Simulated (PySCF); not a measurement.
## GaBi and its ions

BHandHLYP; basis Ga cc-pVDZ-PP with ECP10, Bi cc-pVDZ-PP with ECP60; scalar-relativistic core potentials; PySCF 2.14. Neutral (UKS): triplet (π ↑↑), Re = 2.868 Å, ωe = 155 cm⁻¹, De = 1.51 eV, HOMO -5.51 eV, LUMO -2.19 eV.

GaBi⁺ (UKS): quartet (σ ↑, π ↑↑), Re = 3.058 Å, ωe = 91.8 cm⁻¹. The energies at the minima are -473.84571 hartree for GaBi and -473.59986 for GaBi⁺.

(1) Work out the adiabatic ionisation energy, without and with harmonic zero-point energies (1 hartree = 27.2114 eV, 1 eV = 8065.5 cm⁻¹), and the change of the bond length.

These are scalar-relativistic numbers at best; spin–orbit coupling would shift them, the dissociation energy most. States were picked by a PBE0 search and need not be the measured ground states.

Results:

(1) At BHandHLYP: 0.24585 hartree = 6.690 eV between the minima; the zero-point term (91.8 − 155.0)/2 cm⁻¹ = -0.004 eV makes it 6.686 eV. Re changes by +19.0 pm against the neutral. The electron leaves a σ orbital, and the longer bond of the ion fits a bonding orbital, or a change in how ionic the bond is.
